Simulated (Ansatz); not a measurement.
The cluster Ga₅As₄, relaxed as a doublet with UKS r2SCAN-D4/def2-SVP in Ansatz, starting from the GFN1-xTB geometry. Force threshold 0.03 eV/Å.

The structure comes from a short search, and lower isomers may exist.

Start:

Cartesian coordinates in Å:
```
Ga 0.758 2.258 -1.126
Ga -1.695 -0.900 -0.748
Ga 1.910 0.024 2.379
Ga -0.088 -2.864 -0.452
Ga -0.158 0.318 -2.461
As -0.288 -1.269 1.688
As 0.010 1.279 1.187
As 1.344 -0.547 -0.147
As -1.792 1.702 -0.321
```

**Question.** Estimate the energy that the relaxation releases and the steps that it takes.

**Answer.** 108.2 kJ/mol, in 18 steps; 15 min on 6 threads of Intel Xeon on a shared host. No frequencies were taken in this run, so the end may be a saddle point.

**Question.** Does the start keep its bonding and symmetry?

**Answer.** Bonds lost: Ga3–As7, As7–As8 (atoms count from 1). Bonds formed: Ga1–Ga3 (atoms count from 1). Metal–metal contacts that move far: Ga2–Ga5 2.60 to 3.15 Å.

**Question.** Predict the relaxed structure.

**Answer.** 
```csv
atom,x (Å),y (Å),z (Å)
Ga1,0.833,2.204,0.105
Ga2,-1.697,-0.970,-0.739
Ga3,2.440,0.231,1.152
Ga4,-0.501,-3.071,0.182
Ga5,0.531,0.851,-2.012
As6,0.050,-0.922,1.564
As7,-1.143,1.360,1.366
As8,1.242,-1.220,-0.661
As9,-1.756,1.538,-0.957
```
Bond lengths (bridged metal pairs left out): 10 × As–Ga 2.49 to 2.89 Å; 3 × As–As 2.41 to 2.58 Å; 1 × Ga–Ga 2.75 Å.
